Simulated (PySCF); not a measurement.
Isomers of C5H6BrF, one conformer each; single-point electronic energies without zero-point terms and without any empirical dispersion term.

All values: wB97X-D/def2-SVPD (PySCF, non-relativistic), each on one gas-phase PBE0-D3(BJ)/def2-SVP geometry that isn't relaxed in the solvent. The solvent is an IEF-PCM continuum (Bondi radii, 1.10 Å for H, scaled by 1.2). Specific hydrogen bonds and non-electrostatic terms are outside this model. Spin–orbit coupling is left out although an atom past zinc is present.

```tsv
isomer	relative energy, gas (kJ/mol)	dipole (D)
`C(Br)(C(=C)CF)=C`	0.0	1.62
`C1[C@H](/C1=C/CF)Br`	56.9	1.99
```

Q: How do the relative energies look in tetrahydrofuran (ε = 7.426)?

A: 
```
               isomer  relative energy, solvent (kJ/mol)  E(solvent) − E(gas) (kJ/mol)  dipole in solvent (D)
   `C(Br)(C(=C)CF)=C`                                0.0                         -14.3                   2.10
`C1[C@H](/C1=C/CF)Br`                               53.8                         -17.4                   2.58
```

The order is unchanged. Conformers: `[CH2:1]=[C:2]([Br:3])[C:4](=[CH2:5])[CH2:6][F:7]` with C1–C2–C4–C5 174°, C2–C4–C6–F7 62°; `[F:1][CH2:2]/[CH:3]=[C:4]1\[CH2:5][C@H:6]1[Br:7]` with F1–C2–C3–C4 2°. `C1[C@H](/C1=C/CF)Br` gains most from the continuum, and it has the largest gas-phase dipole. The gains span 3.1 kJ/mol, the gas-phase energies 56.9 kJ/mol.
